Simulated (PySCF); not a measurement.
CdI, SMILES [Cd+][I], charge +1.

Geometry: r2SCAN-D4/def2-TZVP. The spin state was assumed, not searched. The def2 effective core potentials stand for the cores of Cd, I; spin–orbit coupling is left out.

Calculation: PBE0/def2-TZVPD (PySCF).

Computed frontier levels, gap, dipole moment and polarisability:
| Quantity | Value |
|---|---|
| highest occupied level | -12.87 eV |
| lowest empty level | -10.09 eV |
| orbital gap | 2.78 eV |
| dipole moment about the centre of nuclear charge | 5.95 D |
| mean static polarisability | 57.3 bohr³ (8.49 Å³) |
| polarisability, principal values | 43.4, 43.4, 85.3 bohr³ |
